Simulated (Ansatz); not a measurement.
Sn30H36, a nanocrystal cut from cubic tin, relaxed as a singlet with RKS PBE-D4/def2-SVP in Ansatz, starting from a model built from a lattice or polyhedron. Force threshold 0.03 eV/Å.

In the def2 sets Sn takes a core potential; there is no spin–orbit coupling. Single mean-field runs in def2-SVP are fitted with def2-universal-jkfit.

Start:

```xyz
66

Sn   -4.463    2.794    1.901
Sn   -4.947   -1.757    1.567
Sn   -0.364    4.626    2.816
Sn    3.299    1.908    3.379
Sn   -1.281   -4.483    2.147
Sn    2.845   -2.655    3.042
Sn   -0.822    0.077    2.486
Sn   -2.694    0.576   -1.704
Sn    1.404    2.422   -0.738
Sn    0.962   -2.148   -1.120
Sn   -3.105   -3.973   -2.024
Sn   -0.875   -1.647   -5.306
Sn    5.081   -0.302   -0.193
Sn    3.223    0.185   -4.356
Sn   -2.051    2.456    3.334
Sn   -2.514   -2.111    2.984
Sn   -3.920    2.946   -0.855
Sn   -4.397   -1.614   -1.180
Sn    1.608   -0.256    3.885
Sn    2.062    4.285    4.246
Sn    0.190    4.765    0.074
Sn    3.822    2.048    0.641
Sn    1.137   -4.856    3.550
Sn   -0.736   -4.342   -0.629
Sn    3.360   -2.502    0.285
Sn   -0.254    0.211   -0.264
Sn   -2.142    0.742   -4.438
Sn    1.985    2.558   -3.503
Sn    1.520   -2.011   -3.879
Sn    5.616   -0.166   -2.974
H    -5.212    4.248    2.424
H    -5.507    1.429    2.232
H    -5.963   -3.105    1.892
H    -5.679   -0.285    2.086
H    -1.122    6.088    3.321
H     4.785    1.678    4.268
H    -2.290   -5.821    2.439
H     4.310   -2.853    3.899
H    -4.181   -5.319   -1.713
H    -2.800   -3.867   -3.709
H    -1.903   -2.996   -4.946
H    -0.569   -1.589   -6.988
H     6.535   -0.548    0.659
H     3.537    0.285   -6.057
H    -2.393    2.351    5.010
H    -2.854   -2.205    4.683
H    -5.386    3.163   -1.680
H    -2.860    4.282   -1.154
H    -5.846   -1.387   -2.040
H     1.271   -0.386    5.577
H     1.742    4.176    5.926
H     3.082    5.634    3.919
H     1.220    6.087   -0.214
H    -1.289    4.982   -0.801
H     4.868    3.394    0.321
H     0.800   -4.939    5.204
H     1.886   -6.282    3.034
H     0.028   -5.778   -1.136
H     4.111   -3.965   -0.220
H    -1.121    2.072   -4.754
H    -3.604    0.930   -5.295
H     0.535    2.747   -4.409
H     3.007    3.872   -3.819
H     2.271   -3.431   -4.396
H     6.690    1.190   -3.250
H     6.352   -1.628   -3.485
```

Question: Estimate the energy that the relaxation releases and the steps that it takes.

Answer: 0.52 eV, in 7 steps; 55 s on 11 threads of AMD EPYC 7R13 on a shared host and a whole NVIDIA H100 80GB HBM3. The force fell under the threshold at step 5, but the optimiser went on and released 0.002 eV more. No frequencies were taken in this run, so the end may be a saddle point.

Question: Does the start keep its bonding?

Answer: By distances, no bond broke or formed. The bond that changes most is Sn9–Sn21, from 2.76 to 2.83 Å (atoms count from 1).

Question: Predict the relaxed structure.

Answer: 
```xyz
66

Sn   -4.475    2.989    1.913
Sn   -4.977   -1.905    1.595
Sn   -0.311    4.672    2.875
Sn    3.310    1.921    3.422
Sn   -1.247   -4.507    2.161
Sn    2.834   -2.686    3.065
Sn   -0.836    0.084    2.483
Sn   -2.743    0.536   -1.695
Sn    1.421    2.426   -0.790
Sn    0.965   -2.152   -1.144
Sn   -3.221   -4.096   -1.952
Sn   -0.825   -1.560   -5.435
Sn    5.117   -0.325   -0.222
Sn    3.295    0.194   -4.392
Sn   -2.065    2.500    3.300
Sn   -2.530   -2.127    2.982
Sn   -4.102    2.875   -0.875
Sn   -4.424   -1.673   -1.160
Sn    1.599   -0.278    3.883
Sn    2.092    4.310    4.303
Sn    0.312    4.857    0.131
Sn    3.827    2.031    0.648
Sn    1.153   -4.890    3.589
Sn   -0.748   -4.343   -0.617
Sn    3.378   -2.491    0.298
Sn   -0.301    0.234   -0.294
Sn   -2.312    0.636   -4.486
Sn    2.122    2.607   -3.523
Sn    1.520   -1.950   -3.913
Sn    5.704   -0.182   -2.979
H    -5.084    4.556    2.363
H    -5.675    1.819    2.370
H    -5.923   -3.339    1.874
H    -5.902   -0.552    2.169
H    -1.094    6.144    3.392
H     4.812    1.661    4.272
H    -2.331   -5.847    2.449
H     4.346   -2.859    3.922
H    -4.247   -5.426   -1.497
H    -3.012   -4.163   -3.675
H    -1.818   -2.983   -5.376
H    -0.390   -1.302   -7.100
H     6.586   -0.543    0.696
H     3.620    0.291   -6.105
H    -2.410    2.393    5.009
H    -2.828   -2.209    4.700
H    -5.645    2.932   -1.677
H    -3.207    4.273   -1.388
H    -5.916   -1.449   -2.038
H     1.224   -0.377    5.587
H     1.774    4.228    6.010
H     3.155    5.661    4.042
H     1.488    6.116   -0.115
H    -1.094    5.279   -0.798
H     4.866    3.398    0.322
H     0.831   -5.017    5.293
H     1.923   -6.370    3.098
H     0.060   -5.803   -1.132
H     4.120   -3.976   -0.245
H    -1.477    2.105   -4.889
H    -3.856    0.688   -5.286
H     0.730    3.002   -4.486
H     3.261    3.909   -3.707
H     2.290   -3.430   -4.429
H     6.801    1.130   -3.296
H     6.487   -1.644   -3.501
```
Bond lengths (bridged metal pairs left out): 42 × Sn–Sn 2.82 to 2.83 Å; 36 × H–Sn 1.74 to 1.75 Å.
